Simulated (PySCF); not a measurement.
Ligands exchanged one at a time, Sn F-H. All species are isolated molecules in the gas phase. Strings in code marks are SMILES.

The HOMO from two functionals at the same geometries (PBE0-D3(BJ)/def2-TZVP), both in PySCF: PBE-D3(BJ)/def2-TZVP and M06-2X/def2-TZVP. 

| species | PBE-D3(BJ)/def2-TZVP (eV) |
|---|---|
| 0 of 4 F replaced by H (`[Sn]([F])([F])([F])[F]`) | -10.25 |
| 1 of 4 F replaced by H (`[F][SnH]([F])[F]`) | -9.29 |
| 2 of 4 F replaced by H (`[F][SnH2][F]`) | -8.30 |
| 3 of 4 F replaced by H | -7.88 |
| 4 of 4 F replaced by H (`[SnH4]`) | -7.93 |

What does M06-2X/def2-TZVP give for each?


- 0 of 4 F replaced by H (`[Sn]([F])([F])([F])[F]`): -14.61
- 1 of 4 F replaced by H (`[F][SnH]([F])[F]`): -12.66
- 2 of 4 F replaced by H (`[F][SnH2][F]`): -11.24
- 3 of 4 F replaced by H: -10.64
- 4 of 4 F replaced by H (`[SnH4]`): -10.24
Over these rows, drawn at random from the members with no instability flagged (it was tested for open shells, ions and some series alone), PBE minus M06-2X: mean +3.14 eV, from +2.30 eV to +4.35 eV.
